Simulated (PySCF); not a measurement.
**UHF on Kr⁺ (krypton, charge +1)**

Configuration: [Ar] 3d10 4s2 4p5, 2P determinant. Calculation: PySCF 2.14, in def2-SVP (5s4p3d, 32 functions); the non-relativistic Hamiltonian (point nucleus).

```
Total energy                                                  : -2751.185325 hartree
One-electron energy                                           : -3814.2556 hartree
Hartree (Coulomb) energy                                      : 1156.6007 hartree
Exchange energy                                               : -93.5303 hartree
Kinetic energy                                                : 2751.22590 hartree
⟨S²⟩                                                          : 0.7556
⟨L²⟩                                                          : 2.018
Sum of ⟨r⟩                                                    : 23.74 bohr
Sum of ⟨r²⟩                                                   : 32.48 bohr²
Traceless quadrupole moment −½Σ⟨3z² − r²⟩ along its main axis : 1.67 e·bohr²
Density at the nucleus (Gaussians lack the cusp)              : 30300 bohr⁻³
Spin density at the nucleus                                   : 0.220 bohr⁻³
Langevin diamagnetic susceptibility                           : -25.7 ×10⁻⁶ cm³/mol
Time after the integrals                                      : 0.09 s of wall time on 1 thread of Neoverse-V1 (shared host)
```

```tsv
shell	electrons	mean orbital energy (eV)	spread (eV)	rms radius, mean of both spins (bohr)
1s α	1	-14165.3	0	0.0491
1s β	1	-14165.1	0	0.0491
2s α	1	-1913.8	0	0.203
2s β	1	-1913.7	0	0.203
2p α	3	-1726.7	0.265	0.179
2p β	3	-1726.5	0.102	0.179
3s α	1	-307.41	0	0.576
3s β	1	-307.12	0	0.576
3p α	3	-239.00	0.838	0.586
3p β	3	-238.61	0.067	0.586
3d α	5	-116.31	0.764	0.610
3d β	5	-116.11	0.424	0.610
4s α	1	-43.465	0	1.70
4s β	1	-40.205	0	1.70
4p α	3	-25.616	2.034	2.00
4p β	2	-24.261	0	2.00
```
